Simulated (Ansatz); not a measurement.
Basis sets compared for Cr(NH2)2 (CrN2H4). Total charge 0; quintet. Geometry PBE0-D4/def2-TZVP. Ansatz on 2 threads of Intel Xeon Platinum 8375C on a shared host; times are rough, and most runs start from earlier orbitals.

| atom | x (Å) | y (Å) | z (Å) |
| --- | --- | --- | --- |
| Cr1 | 0.302 | 0.199 | -0.165 |
| N2 | 0.991 | -0.068 | 1.555 |
| H3 | 0.777 | 0.493 | 2.370 |
| H4 | 1.451 | -0.908 | 1.881 |
| N5 | -0.877 | 0.142 | -1.616 |
| H6 | -1.647 | 0.780 | -1.776 |
| H7 | -0.997 | -0.638 | -2.249 |

Binding counts from free atoms (Cr septet, N quartet, H doublet) in the same basis, without a counterpoise term.

```json
{"level": "HF/STO-3G", "functions": "32", "energy (Eh)": "-1142.2232", "HOMO (eV)": "-5.85", "LUMO (eV)": "7.70", "binding per atom (eV)": "2.76", "wall time": "0.3 s"}
{"level": "PBE-D4/def2-SVP", "functions": "79", "energy (Eh)": "-1155.8108", "HOMO (eV)": "-4.09", "LUMO (eV)": "-2.32", "binding per atom (eV)": "3.26", "wall time": "2.1 s"}
{"level": "PBE0-D4/def2-SVP", "functions": "79", "energy (Eh)": "-1155.8310", "HOMO (eV)": "-5.53", "LUMO (eV)": "-1.22", "binding per atom (eV)": "3.08", "wall time": "2.1 s"}
```

(1) Estimate the rows for HF/def2-TZVP, PBE-D4/def2-TZVP, PBE0-D4/def2-TZVP.

Results:

(1) 
| level | functions | energy (Eh) | HOMO (eV) | LUMO (eV) | binding per atom (eV) | wall time |
| --- | --- | --- | --- | --- | --- | --- |
| HF/def2-TZVP | 131 | -1154.6222 | -9.33 | 1.26 | 1.88 | 2.8 s |
| PBE-D4/def2-TZVP | 131 | -1156.1015 | -4.44 | -2.74 | 3.27 | 3.3 s |
| PBE0-D4/def2-TZVP | 131 | -1156.1159 | -5.84 | -1.48 | 3.10 | 6 s |
